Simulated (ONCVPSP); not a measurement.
# Before and after: ONCV potential for Sn (Z = 50)

ONCVPSP 4.0.1 input, shortened (lines: element, Z, core and valence counts, functional; n l f; lmax; l rc ep ncon nbas qcut; lloc lpopt rc5 dvloc0; l nproj debl; icmod fcfact rcfact), BLYP, scalar-relativistic:

```
  Sn 50.00    6    5  -106131      upf
    1    0    2.00
    2    0    2.00
    2    1    6.00
    3    0    2.00
    3    1    6.00
    3    2   10.00
    4    0    2.00
    4    1    6.00
    4    2   10.00
    5    0    2.00
    5    1    2.00
    2
    0    1.50    0.00    4    8    7.70
    1    1.65    0.00    3    8    8.60
    2    1.00    0.00    3    7   10.50
    2    5    1.00    0.00
    0    2    3.60
    1    2    2.50
    2    0    1.60
    3    2.25    1.40
```

Change: d: rc 1.34.

Cutoffs: the cutoffs (Ha) at which the residual kinetic energy of the hardest occupied pseudo-wave falls to 1 and 0.1 mHa per electron; they do not see the model core or the augmentation charge, which bear on the density cutoff. Errors are all-electron minus pseudo energies relative to the spin-unpolarised reference configuration.

**Question.** How do hardness, ghosts and transferability respond?

**Answer.** The potential gets softer (45 Ha and 52 Ha → 40 Ha and 46 Ha); the errors of the 4 common tests hardly move; neither file shows a bound ghost. A larger radius leaves more room for a smooth pseudo-wave, so fewer plane waves are needed.

| quantity | base | changed |
| --- | --- | --- |
| cutoff, loose | 45 Ha | 40 Ha |
| cutoff, tight | 52 Ha | 46 Ha |
| loose cutoff by channel | s 22 Ha, p 24 Ha, d 45 Ha | s 22 Ha, p 24 Ha, d 40 Ha |
| bound ghosts | none | none |
| GHOST(+) flags under 300 eV | none | none |
| error for 4s2 4p6 4d10 5s2 5p1, meV [ΔE 6.80 eV] | -1.5 | -1.5 |
| error for 4s2 4p6 4d10 5s2 5p0, meV [ΔE 20.78 eV] | -4.6 | -4.7 |
| error for 4s2 4p6 4d10 5s1 5p0, meV [ΔE 51.87 eV] | -14 | -15 |
| error for 4s2 4p6 4d9 5s2 5p2, meV [ΔE 32.46 eV] | +0.7 | -0.5 |
| s: phases at 1.52 bohr within 0.05 rad from the reference energy up to (Ha; the scan ends near 5) | to the end of the scan | to the end of the scan |
| p: phases at 1.68 bohr within 0.05 rad from the reference energy up to (Ha; the scan ends near 5) | to the end of the scan | to the end of the scan |
| rms error of d²Exc/dni dnj with the model core, mHa | 0.64 | 0.68 |
